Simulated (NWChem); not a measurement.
System: C$_{2}$H$_{5}$NOSi; SMILES N([SiH2]C)=C=O

The following NWChem deck was run.

```
start job
memory heap 200 mb stack 900 mb global 1100 mb
geometry units angstroms noautosym nocenter noautoz
  Si    -0.635538     1.069053     0.001147
  C      0.891645     2.161577     0.001044
  N     -0.162894    -0.601742     0.000149
  C      0.140365    -1.771074    -0.000595
  O      0.442757    -2.915277    -0.001321
  H     -1.473755     1.313288    -1.222368
  H     -1.472735     1.312108     1.225594
  H      0.596794     3.231052     0.001618
  H      1.511562     1.972608    -0.898062
  H      1.512247     1.971847     0.899515
end
basis spherical
  Si library 6-31g*
  C library 6-31g*
  N library 6-31g*
  O library 6-31g*
  H library 6-31g*
end
dft
  xc b3lyp
  iterations 150
end
cosmo
  do_cosmo_smd true
  solvent cychexan
end
task dft energy
```

Structure relaxed at the PBE-D3(BJ)/def2-SVP level. Solvent: cyclohexane.

Level: B3LYP/6-31G* with SMD (1 M gas to 1 M solution), gas-phase geometry. Reactions with the solvent are ignored.

Give the results of this calculation. (B3LYP/6-31G* (spherical d), SMD on the gas-phase geometry.) Quantities: solvation free energy (kcal/mol); cavity-dispersion-structure term (kcal/mol); dipole in solution (D).


- solvation free energy (kcal/mol) = -1.1
- cavity-dispersion-structure term (kcal/mol) = 0.0
- dipole in solution (D) = 2.97
